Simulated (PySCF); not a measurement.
**Spinor energies of Se⁻ (selenium, charge -1)**

Start: [Ar] 3d10 4s2 4p5; 4p1/2 filled at m_j = -1/2, +1/2; 4p3/2 filled at m_j = -1/2, +1/2, +3/2. Calculated with PySCF 2.14 in x2c-TZVPPall-2c with one added diffuse shell each of s, p, d type (7s8p5d1f, 63 functions): generalised Hartree-Fock with the X2C-1e Hamiltonian and a Gaussian nucleus; spin-orbit coupling (SO) screened by Boettger's factors.

```
spinor shell  electrons  ε, screened SO (eV)  weight of nominal j (screened SO)  rms radius, screened SO (bohr)
       1s1/2          2             -12728.9                              1.000                          0.0508
       2s1/2          2              -1688.1                              1.000                           0.212
       2p1/2          2              -1507.4                              1.000                           0.187
       2p3/2          4              -1465.0                              1.000                           0.190
       3s1/2          2              -242.45                              1.000                           0.612
       3p1/2          2              -178.97                              1.000                           0.629
       3p3/2          4              -172.58                              1.000                           0.639
       3d3/2          4              -62.923                              0.997                           0.695
       3d5/2          6              -61.948                              0.998                           0.698
       4s1/2          2              -15.800                              1.000                            2.04
       4p1/2          2               -3.207                              0.697                            2.75
       4p3/2          3               -2.470                              0.798                            2.89
```

```
   quantity  screened SO
E (hartree)  -2428.15647
        M_J          3/2
       ⟨J²⟩        3.774
       ⟨L²⟩        2.017
       ⟨S²⟩        0.762
```

Each row is a mean over spinors that exchange with the open shell spreads, by up to 2.581 eV (4s1/2).

Rows whose weight is well below 1 are mixtures of j = l ± 1/2: exchange outweighs spin-orbit coupling there, and the label is only the starting occupation.
